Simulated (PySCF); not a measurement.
**Bismuth: highly charged ions in a basis for the neutral atom**

Bi⁶⁺ [Xe] 4f14 5d9, Bi⁷⁺ [Xe] 4f14 5d8. Computed with PySCF 2.14 in def2-SVP with the def2 core potential (60 electrons) (4s4p2d, 26 functions), with a scalar-relativistic core potential. No spin-orbit coupling, so a gap to NIST mixes the basis error with missing relativistic terms.

Changed run: basis of the neutral atom used for a highly charged ion. This setting is unsound on purpose.

```tsv
species	method	sound run (hartree)	changed run (hartree)	converged
Bi⁶⁺	UHF	not run	-205.04912	yes
Bi⁶⁺	B3LYP	not run	-205.86384	yes
Bi⁶⁺	PBE	not run	-205.82386	yes
Bi⁷⁺	UHF	not run	-201.13825	yes
Bi⁷⁺	B3LYP	not run	-201.90275	yes
Bi⁷⁺	PBE	not run	-201.86656	yes
```

Ionisation energy of Bi⁶⁺:

| method | changed run (eV) | NIST (eV) |
| --- | --- | --- |
| UHF | 106.42 | 103 ± 2 |
| B3LYP | 107.79 | 103 ± 2 |
| PBE | 107.68 | 103 ± 2 |

The contracted functions were made for the neutral atom and can be too rigid for a highly charged ion.
